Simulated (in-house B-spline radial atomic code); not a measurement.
A fraction x of an electron is moved 3p → 3d in the vanadium ion V³⁺, starting from [Ar] 3d2 and keeping the highest spin. All numbers are computed (non-relativistic LDA VWN5, spin-polarised, spherical fractional occupations; point nucleus) with an all-electron radial atomic-structure program (B-spline basis), not measured.

```
    x  E(x) - E(0) (eV)  3p down level (eV)  3d up level (eV)
    0            0.0000             -75.894           -38.289
0.125            4.6841             -75.842           -38.502
 0.25                 ?                   ?                 ?
0.375           13.9519             -75.718           -38.918
  0.5           18.5348             -75.646           -39.120
0.625           23.0832             -75.567           -39.319
 0.75                 ?                   ?                 ?
0.875           32.0747             -75.388           -39.705
    1           36.5170             -75.287           -39.894
```

(1) What belongs in the row x = 0.25?

(2) What belongs in the row x = 0.75?

(3) Check Janak's theorem between x = 0.375 and 0.5.

Results:

(1) An energy change of 9.3348 eV; 3p down at -75.784 eV, 3d up at -38.712 eV.

(2) An energy change of 27.5966 eV; 3p down at -75.481 eV, 3d up at -39.514 eV.

(3) The slope of the energy is 36.66 eV; the orbital levels give 36.66 eV (ε of the receiving orbital less ε of the emptying one, averaged over the two points).
